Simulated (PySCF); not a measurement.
An element was calculated at PBE (PySCF 2.14, spin-free X2C, a triple-zeta basis, no spin-orbit coupling), in the ground configurations that NIST lists.

- first ionisation energy: 6.107 eV
- second ionisation energy: 12.147 eV
- third ionisation energy: 24.610 eV

Task: Which element is it?

Result: Erbium (Er, Z = 68), in ANO-RCC-VTZP. NIST lists 6.108, 11.916 ± 0.02, 22.7 ± 0.03 eV for these ionisation energies.
